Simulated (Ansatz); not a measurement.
Correlation energies of `Cl[SiH]1[BH][GeH2]1` by basis set

```xyz
8

Cl    2.424    1.644    1.739
Si    0.950    0.504    0.904
B     0.138    0.685   -0.758
Ge   -1.101   -0.786   -0.742
H     0.620   -0.547    1.893
H     0.303    1.466   -1.636
H    -1.246   -1.754    0.444
H    -2.087   -1.212   -1.844
```

Charge 0, multiplicity 1. Correlated methods include outer-core shells of Ge, which these sets cover unevenly. Scalar relativity is left out up to krypton. The structure was optimised at the PBE0-D4/def2-TZVP level. Frozen core, restricted reference, Ansatz 0.2.0.

```tsv
basis	HF (Eh)	MP2 corr.	CCSD corr.	(T)	CCSD(T) total
def2-SVP	-2850.25799	-0.55052	?	?	?
def2-TZVPP	?	-0.67222	-0.71265	-0.03438	?
def2-QZVPP	-2850.87650	?	–	–	–
```

Fill in the withheld values. (Best estimate.)

The calculation gave: def2-SVP CCSD corr.: -0.58791; def2-SVP (T): -0.02173; def2-SVP CCSD(T) total: -2850.86763; def2-TZVPP HF (Eh): -2850.81221; def2-TZVPP CCSD(T) total: -2851.55924; def2-QZVPP MP2 corr.: -0.97065.
